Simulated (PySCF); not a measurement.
WN(OH)3 (singlet state).
Bonds: W1–N2, W1–O3, W1–O5, W1–O7. Hydrogens: H4 on O3; H6 on O5; H8 on O7.

Method: PBE0-D3(BJ)/def2-SVP geometry optimisation, gas phase, def2 core potentials past Kr (PySCF 2.14.0).

Problem. Give the optimised bond lengths and angles.

Solution. 
```csv
bond,length (bohr)
W1–N2,3.144
"W1–O3, W1–O5, W1–O7",3.579
"O3–H4, O5–H6, O7–H8",1.820
```

Bonds in one row agree within 0.02 bohr and their mean is given. A selection of angles:
```csv
angle,degrees
N2–W1–O3,105.3
O3–W1–O5,113.4
W1–O3–H4,123.2
```

Torsions: H4–O3–W1–N2 0° (synperiplanar); H6–O5–W1–N2 0° (synperiplanar); H8–O7–W1–N2 0° (synperiplanar).

W1 (tungsten bonded to N and 3 O) is distorted tetrahedral (angles from 105.2° to 113.4°). All 3 O–W bonds measure 1.894 Å.

Point group: C3v (tolerance 0.08 Å). No frequency check. Torsions: N2–W1–O3–H 0°, N2–W1–O5–H 0°, N2–W1–O7–H 0°.
